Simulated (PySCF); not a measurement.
Si(CCH)(Cl)2(Me) (C3H4Cl2Si), SMILES C#C[Si](C)(Cl)Cl. Geometry: PBE0-D3(BJ)/def2-SVP.

Method: PySCF with PBE0-D3(BJ)/def2-SVP.

Harmonic wavenumbers (cm⁻¹): 107, 115, 164, 180, 189, 219, 344, 353, 475, 591, 655, 753, 755, 767, 806, 818, 1268, 1418, 1419, 2173, 3065, 3178, 3182, 3473. Rotational constants (GHz): 1.694, 1.609, 1.219; symmetry number 1.

Problem. Work out the zero-point energy and the ideal-gas rigid-rotor harmonic-oscillator thermochemistry at 298.15 K and 1 atm.

Solution. ZPE = ½ Σ hcν = ½ × 26469 cm⁻¹ = 37.84 kcal/mol. H − E(el) = 43.64 kcal/mol. Entropy in cal/(mol K): translation 40.70, rotation 28.96, vibration 20.64, total 90.30. G − E(el) = 16.72 kcal/mol. Cp = 29.48 cal/(mol K). Modes under 150 cm⁻¹ make the vibrational entropy uncertain.
